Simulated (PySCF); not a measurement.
Spectra and structures to be paired. Method used: TDDFT CAM-B3LYP/def2-SVPD, vertical, gas phase, core orbitals frozen in the response in PySCF. Geometries: PBE0-D3(BJ)/def2-SVP; one conformer of each isolated species. Triplets are in the Tamm–Dancoff approximation.

A. `CCCN(C)[SiH3]`
B. `C[S@](=O)c1cnoc1`
C. `N(/[H])=C/[SiH2]F`
D. `CN[Si](C)(C)C`
E. `OC[C@@H]1C[C@H]2CC[C@@H]1C2`

Lowest singlet levels (six at most, fewer where fewer were computed) with oscillator strengths:

1. 5.86 eV (f 0.008); 6.80 eV (f 0.006); 7.01 eV (f 0.019); 7.39 eV (f 0.035); 7.76 eV (f 0.029); 8.07 eV (f 0.056); T1 5.66 eV
2. 6.93 eV (f 0.007); 7.87 eV (f 0.023); 8.15 eV (f 0.006); 8.23 eV (f 0.002); 8.44 eV (f 0.057); 8.47 eV (f 0.029); T1 6.64 eV
3. 5.71 eV (f 0.045); 5.87 eV (f 0.032); 6.23 eV (f 0.051); 6.43 eV (f 0.023); 6.73 eV (f 0.040); 6.77 eV (f 0.016)
4. 5.76 eV (f 0.013); 6.41 eV (f 0.024); 6.60 eV (f 0.022); 6.85 eV (f 0.050); 7.00 eV (f 0.003); 7.21 eV (f 0.014); T1 5.58 eV
5. 4.28 eV (f 0.000); 6.14 eV (f 0.006); 7.34 eV (f 0.006); 7.66 eV (f 0.110); 7.72 eV (f 0.036); 8.14 eV (f 0.158); T1 3.44 eV

Question: Match each spectrum to its molecule.

Answer: 1 = D, 2 = E, 3 = B, 4 = A, 5 = C.
- A: S1 at 5.76 eV, HOMO→LUMO (76%), HOMO→LUMO+1 (13%); Löwdin shares by element: HOMO nitrogen 52%, carbon 15% or more, silicon 8% (atoms not listed hold the other 24%); LUMO carbon 25% or more, silicon 23% (atoms not listed hold the other 52%); HOMO -7.65 and LUMO 1.17 eV.
- B: S1 at 5.71 eV, HOMO→LUMO (75%), HOMO→LUMO+3 (15%); Löwdin shares by element: HOMO oxygen 45% or more, sulfur 29%, carbon 15% or more; LUMO carbon 37% or more, nitrogen 20%, oxygen 17% or more (atoms not listed hold the other 26%); HOMO -8.58 and LUMO 0.06 eV.
- C: S1 at 4.28 eV, HOMO→LUMO (98%); Löwdin shares by element: HOMO nitrogen 50%, carbon 21%, silicon 10%, hydrogen 8% or more; LUMO carbon 36%, nitrogen 34%, silicon 15%, hydrogen 5% or more; HOMO -9.06 and LUMO -0.29 eV.
- D: S1 at 5.86 eV, HOMO→LUMO (75%), HOMO→LUMO+2 (15%); Löwdin shares by element: HOMO nitrogen 56%, carbon 18% or more, silicon 7% (atoms not listed hold the other 19%); LUMO carbon 26% or more, silicon 18% (atoms not listed hold the other 56%); HOMO -7.76 and LUMO 1.12 eV.
- E: S1 at 6.93 eV, HOMO→LUMO (71%), HOMO→LUMO+1 (10%); Löwdin shares by element: HOMO oxygen 38%, carbon 26% or more, hydrogen 6% or more (atoms not listed hold the other 29%); LUMO hydrogen 21% or more, oxygen 15%, carbon 9% or more (atoms not listed hold the other 54%); HOMO -9.06 and LUMO 1.11 eV.
A and B have S1 within 0.05 eV of each other; their strongest listed levels stand at 6.85 eV (f 0.050) and 6.23 eV (f 0.051).
A and D have S1 within 0.11 eV of each other; their strongest listed levels stand at 6.85 eV (f 0.050) and 8.07 eV (f 0.056).
B and D have S1 within 0.15 eV of each other; their strongest listed levels stand at 6.23 eV (f 0.051) and 8.07 eV (f 0.056).
